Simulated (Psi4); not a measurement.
Intermolecular potential of H2O ··· C4H4O (SMILES O and c1ccoc1). Monomers: optimised at B3LYP-D3(BJ) (def2-TZVP), held rigid. Orientation: lowest of the rigid-body minima from ten starts at GFN2-xTB. The monomers approach along the line of their centres of mass (distance R); nothing else relaxes.

- PBE/def2-TZVP, counterpoise-corrected (Psi4)
- PBE-D3(BJ)/def2-TZVP, counterpoise-corrected (Psi4)
- SAPT0/jun-cc-pVDZ, frozen core (Psi4)

Interaction energies in kcal/mol; the last columns give the difference from SAPT0:

```csv
R / Å,PBE/def2-TZVP,PBE-D3(BJ)/def2-TZVP,SAPT0/jun-cc-pVDZ,PBE/def2-TZVP − SAPT0/jun-cc-pVDZ,PBE-D3(BJ)/def2-TZVP − SAPT0/jun-cc-pVDZ
3.44,4.79,3.69,2.36,2.43,1.33
3.65,-0.25,-1.22,-2.05,1.80,0.84
3.79,-1.63,-2.50,-3.15,1.52,0.65
4.02,-2.33,-3.07,-3.51,1.18,0.44
4.24,-2.23,-2.85,-3.15,0.92,0.29
4.41,-1.98,-2.51,-2.73,0.75,0.21
4.71,-1.49,-1.89,-2.03,0.54,0.13
5.06,-1.03,-1.31,-1.42,0.39,0.11
5.50,-0.64,-0.81,-0.93,0.29,0.11
6.26,-0.31,-0.38,-0.49,0.18,0.11
7.25,-0.15,-0.17,-0.24,0.10,0.07
8.51,-0.07,-0.08,-0.12,0.05,0.04
```

PBE/def2-TZVP is furthest from SAPT0/jun-cc-pVDZ at 3.44 (2.43 kcal/mol, above); its mean absolute difference over the points is 0.85 kcal/mol.

PBE-D3(BJ)/def2-TZVP is furthest from SAPT0/jun-cc-pVDZ at 3.44 (1.33 kcal/mol, above); its mean absolute difference over the points is 0.36 kcal/mol.
